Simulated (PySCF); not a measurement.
Species: C5H7N2 (doublet state).
Structure used (GFN2-xTB), in Å, numbered top down from 1:
```
atom  x, y, z in Å
C1     3.5883    0.2031    0.5264
N2     2.2486   -0.2883    0.5926
C3     1.2206    0.1729    0.1134
C4    -0.0719    0.1546   -0.1113
C5    -1.1998    0.4808   -0.5209
C6    -2.6317    0.3135   -0.6755
N7    -3.1978   -0.8780   -0.0408
H8     3.6743    1.1883    0.9930
H9     4.2194   -0.5029    1.0667
H10    3.9389    0.2760   -0.5069
H11   -3.1412    1.1888   -0.2555
H12   -2.8738    0.2681   -1.7439
H13   -3.0129   -0.8632    0.9574
H14   -2.7619   -1.7142   -0.4168
```

The hyperfine couplings belong to this conformer and change with its torsions.

The species is `C/N=[C]/C#CCN` [radical].

Computed with UKS B3LYP, pcH-1 on C H N, non-relativistic, mean-field spin-orbit, GIAO (PySCF 2.14.0). One conformer (not necessarily the lowest) at the GFN2-xTB geometry, without solvent, vibrations or thermal averaging. GFN2-xTB frequencies show an imaginary mode (92i cm⁻¹), so this geometry is no minimum at that level. A GFN2-xTB geometry isn't a minimum of the functional, and hyperfine couplings can be far from their values at a DFT geometry. No stability test was run, so a lower SCF solution isn't excluded.

**Question.** Where do the isotropic ENDOR lines of N2, N7, H11/H12, H13/H14 and H8/H9/H10 fall at 340.8 mT, to first order?

**Answer.** For S = 1/2 in fast tumbling each set of equivalent nuclei gives two lines, ν± = |νn ± a/2| to first order, with νn = g_N μN B/h and μN/h = 7.62259 MHz/T.

| nuclei | isotope | g_N | νn (MHz) | a_iso (MHz) | lower line (MHz) | upper line (MHz) |
| --- | --- | --- | --- | --- | --- | --- |
| N2 | 14N | 0.4038 | 1.05 | 20.15 | 9.02 | 11.12 |
| N7 | 14N | 0.4038 | 1.05 | 3.36 | 0.63 | 2.73 |
| H11/H12 | 1H | 5.5857 | 14.51 | 9.20 | 9.91 | 19.11 |
| H13/H14 | 1H | 5.5857 | 14.51 | -4.24 | 12.39 | 16.63 |
| H8/H9/H10 | 1H | 5.5857 | 14.51 | 1.65 | 13.69 | 15.33 |

**Question.** Which pairs are centred on the nuclear Larmor frequency, and which on half the coupling?

**Answer.** Centred on νn, since |a| < 2νn: H11/H12, H13/H14 and H8/H9/H10. Centred on |a|/2 and split by 2νn: N2 and N7.

**Question.** At what field would the lower line of H11/H12 fall to zero frequency?

**Answer.** Where νn = |a|/2, that is B = 4.60 MHz/(5.5857 × 7.62259 MHz/T) = 108 mT, as far as first order holds there.

Means are taken over nuclei equivalent by connectivity, which assumes that they swap fast.

The Mulliken spin populations are largest on C5 (+0.49), C3 (+0.45), C4 (-0.15) and N2 (+0.14). The positive populations add up to 1.19 and the negative ones to -0.19, together 2S = 1.
